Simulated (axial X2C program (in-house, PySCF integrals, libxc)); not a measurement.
**Which molecule has these constants?**

Calculated with an in-house relativistic program for diatomic molecules, spin-free (one-electron X2C) or two-component (2c: spin–orbit coupling with atomic mean-field Coulomb and Gaunt terms, which also bring small scalar terms), in Dyall basis sets with cores contracted in-house; open shells are unrestricted.

A two-component PBE0 calculation in a Dyall 3-zeta basis gave Re = 1.794 Å, ωe = 789.6 cm⁻¹, De = 2.67 eV, Ω = 1.

Problem. Which molecule is it?
A. GeN⁺
B. SiN⁺
C. CN⁺

Solution. B. The others have CN⁺ 1.226 Å and 1839.0 cm⁻¹ (Ω = 2); GeN⁺ 1.899 Å and 643.9 cm⁻¹ (Ω = 1).

Each entry is the lowest single determinant of a limited PBE0 search at one distance. De goes to single-determinant-based atoms at the same level (for ions the charge split of lowest energy) and is withheld (n/a) where an atom does not fit its ground term or J level. Main or longest-lived isotopes. One determinant is a doubtful description, or other states lie close, for SiN⁺, CN⁺, GeN⁺; these need not be ground states, and all values refer to the states named. Some open-shell Ω = 0 determinants are out of reach, so the Ω given for SiN⁺, CN⁺, GeN⁺ need not be the lowest component. With several unpaired electrons the Ω given is that of one determinant, not necessarily of the lowest component. Some light 2c atoms are not at their ground J level, so De misses part of their lowering (0.04 eV or less). The functionals have no current term, which raises determinants with orbital currents.
